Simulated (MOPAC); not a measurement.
A run for MOPAC: PM3 on CH5InO (SMILES [CH3][InH][OH]), a point of a torsion scan.

```
PM3 1SCF PRECISE CHARGE=0 THREADS=1
CH5InO

C     -1.33657200 1    -0.28025899 1     0.06134136 1
In     0.58398077 1     0.67186768 1     0.63557935 1
O      0.52336092 1     2.58296313 1     0.97759396 1
H     -1.25721175 1    -0.73651389 1    -0.92073069 1
H     -2.07159939 1     0.52322731 1     0.04465131 1
H     -1.62030186 1    -1.03279233 1     0.79090076 1
H      2.19758549 1     0.16939504 1     0.87634444 1
H     -0.28788233 1     3.08084921 1     0.90215448 1
```

The log:

```
*******************************************************************************
 **                                                                           **
 **                              MOPAC v23.2.5                                **
 **                                                                           **
 *******************************************************************************
 ** MOPAC's Digital Object Identifier: https://doi.org/10.5281/zenodo.6511958 **
 **                                                                           **
 ** Please cite the open-source release paper for use of this MOPAC version:  **
 ** J. E. Moussa and J. J. P. Stewart (2026)                                  **
 ** MOPAC: An open-source semiempirical molecular orbital program             **
 ** J. Open Source Softw., 11(119), 8025, https://doi.org/10.21105/joss.08025 **
 *******************************************************************************

                              PM3 CALCULATION RESULTS

 *******************************************************************************
 *  PM3        - The PM3 Hamiltonian to be used
 *
 *
 *
 *                 CHARGE ON SYSTEM = 0
 *
 *
 *
 *  PRECISE    - TIGHTER CRITERIA TO BE USED
 *  1SCF       - DO 1 SCF AND THEN STOP
 *  THREADS=1  - MULTI-THREADING NOT USED
 *  T=         - A TIME OF 172800.0 SECONDS REQUESTED
 *  DUMP=N     - RESTART FILE WRITTEN EVERY 7200.0 SECONDS REQUESTED
 *******************************************************************************
PM3 1SCF PRECISE CHARGE=0 THREADS=1
 CH5InO

   ATOM   CHEMICAL          X               Y               Z
  NUMBER   SYMBOL      (ANGSTROMS)     (ANGSTROMS)     (ANGSTROMS)

     1       C         -1.33657200  *  -0.28025899  *   0.06134136  *
     2      In          0.58398077  *   0.67186768  *   0.63557935  *
     3       O          0.52336092  *   2.58296313  *   0.97759396  *
     4       H         -1.25721175  *  -0.73651389  *  -0.92073069  *
     5       H         -2.07159939  *   0.52322731  *   0.04465131  *
     6       H         -1.62030186  *  -1.03279233  *   0.79090076  *
     7       H          2.19758549  *   0.16939504  *   0.87634444  *
     8       H         -0.28788233  *   3.08084921  *   0.90215448  *



          CARTESIAN COORDINATES

    NO.       ATOM           X           Y           Z

     1         C         -1.3366     -0.2803      0.0613
     2        In          0.5840      0.6719      0.6356
     3         O          0.5234      2.5830      0.9776
     4         H         -1.2572     -0.7365     -0.9207
     5         H         -2.0716      0.5232      0.0447
     6         H         -1.6203     -1.0328      0.7909
     7         H          2.1976      0.1694      0.8763
     8         H         -0.2879      3.0808      0.9022

  H: (PM3): J. J. P. STEWART, J. COMP. CHEM. 10, 209 (1989).
  C: (PM3): J. J. P. STEWART, J. COMP. CHEM. 10, 209 (1989).
  O: (PM3): J. J. P. STEWART, J. COMP. CHEM. 10, 209 (1989).
 In: (PM3): J. J. P. STEWART, J. COMP. CHEM. 12, 320-341 (1991).

           Empirical Formula: C H5 O In  =     8 atoms



      MOLECULAR POINT GROUP   :   Cs


      RHF CALCULATION, NO. OF DOUBLY OCCUPIED LEVELS = 9


 -------------------------------------------------------------------------------
 PM3 1SCF PRECISE CHARGE=0 THREADS=1
 CH5InO



     1SCF WAS SPECIFIED, SO BFGS WAS NOT USED
     SCF FIELD WAS ACHIEVED


                              PM3 CALCULATION
                                                       MOPAC v23.2.5 Linux




          FINAL HEAT OF FORMATION =        -18.28035 KCAL/MOL =     -76.48498 KJ/MOL


          COSMO AREA              =        107.31 SQUARE ANGSTROMS
          COSMO VOLUME            =         89.98 CUBIC ANGSTROMS

          IONIZATION POTENTIAL    =         10.766311 EV
          HOMO LUMO ENERGIES (EV) =        -10.766 -2.335
          NO. OF FILLED LEVELS    =          9
          MOLECULAR WEIGHT        =        147.8699         POINT GROUP:  Cs

          MOLECULAR DIMENSIONS (Angstroms)

            Atom       Atom       Distance
            H     7    H     5     4.36381
            H     8    H     4     4.22637
            H     4    H     6     1.73157


          SCF CALCULATIONS        =          1





   ATOM   CHEMICAL          X               Y               Z
  NUMBER   SYMBOL      (ANGSTROMS)     (ANGSTROMS)     (ANGSTROMS)

     1       C         -1.33657200  *  -0.28025899  *   0.06134136  *
     2      In          0.58398077  *   0.67186768  *   0.63557935  *
     3       O          0.52336092  *   2.58296313  *   0.97759396  *
     4       H         -1.25721175  *  -0.73651389  *  -0.92073069  *
     5       H         -2.07159939  *   0.52322731  *   0.04465131  *
     6       H         -1.62030186  *  -1.03279233  *   0.79090076  *
     7       H          2.19758549  *   0.16939504  *   0.87634444  *
     8       H         -0.28788233  *   3.08084921  *   0.90215448  *

                             CARTESIAN COORDINATES

   1    C       -1.336572000    -0.280258990     0.061341360
   2   In        0.583980770     0.671867680     0.635579350
   3    O        0.523360920     2.582963130     0.977593960
   4    H       -1.257211750    -0.736513890    -0.920730690
   5    H       -2.071599390     0.523227310     0.044651310
   6    H       -1.620301860    -1.032792330     0.790900760
   7    H        2.197585490     0.169395040     0.876344440
   8    H       -0.287882330     3.080849210     0.902154480


           Empirical Formula: C H5 O In  =     8 atoms



      MOLECULAR POINT GROUP   :   Cs


                  EIGENVALUES
 -35.57360 -29.05667 -17.15849 -14.30731 -14.20235 -14.08132 -12.25507 -12.07755
 -10.76631  -2.33482  -0.21693   0.04542   1.57695   4.09771   4.33636   4.37327
   5.06059


              NET ATOMIC CHARGES AND DIPOLE CONTRIBUTIONS

  ATOM NO.   TYPE          CHARGE      No. of ELECS.   s-Pop       p-Pop
    1          C          -0.107170        4.1072     1.14224     2.96493
    2         In           0.074599        2.9254     1.18141     1.74399
    3          O          -0.418384        6.4184     1.75202     4.66636
    4          H           0.065050        0.9350     0.93495
    5          H           0.056095        0.9439     0.94390
    6          H           0.065055        0.9349     0.93494
    7          H           0.063841        0.9362     0.93616
    8          H           0.200914        0.7991     0.79909
 DIPOLE           X         Y         Z       TOTAL
 POINT-CHG.    -1.216    -2.192    -0.658     2.592
 HYBRID        -0.759     1.352     0.094     1.553
 SUM           -1.975    -0.841    -0.563     2.219


          ATOMIC ORBITAL ELECTRON POPULATIONS

     Atom    s        px        py        pz
    1  C   1.14224   0.95133   1.00647   1.00713
    2 In   1.18141   0.89488   0.54847   0.30063
    3  O   1.75202   1.45938   1.44134   1.76564
    4  H   0.93495
    5  H   0.94390
    6  H   0.93494
    7  H   0.93616
    8  H   0.79909

 **********************
 *                    *
 * JOB ENDED NORMALLY *
 *                    *
 **********************




 == MOPAC DONE ==
```

The run finished.

Cost: around 0.010 core-seconds (rough).
